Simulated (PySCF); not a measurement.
All values below come from ωB97X-D3(BJ)/def2-TZVP // PBE0-D3(BJ)/def2-TZVP in PySCF. All species are isolated molecules in the gas phase. Delta-SCF ions had no search for a lower state. Excitations are Tamm–Dancoff values on a coarser integration grid. The basis has no diffuse functions, so Rydberg states are missing or too high.

Reference species (SMILES): `[CH3][Al]([I])[I]` (neutral, multiplicity 1).

```
Quantity                                  Result
--------------------------------------  --------
vertical ionisation energy (Delta-SCF)   9.85 eV
T1 excitation (TDA)                      5.36 eV
HOMO–LUMO gap                           10.27 eV
```

Changed species: `[I][Al]([I])[I]` (3 of 3 CH3 replaced by I; the reference has 2 of 3 CH3 replaced by I).

What does the change do to the vertical ionisation energy (Delta-SCF), T1 excitation (TDA) and HOMO–LUMO gap?

the vertical ionisation energy (Delta-SCF) rises by 0.16 eV, to 10.01 eV; the T1 excitation (TDA) falls by 0.37 eV, to 4.99 eV; the HOMO–LUMO gap decreases by 0.32 eV, to 9.95 eV.
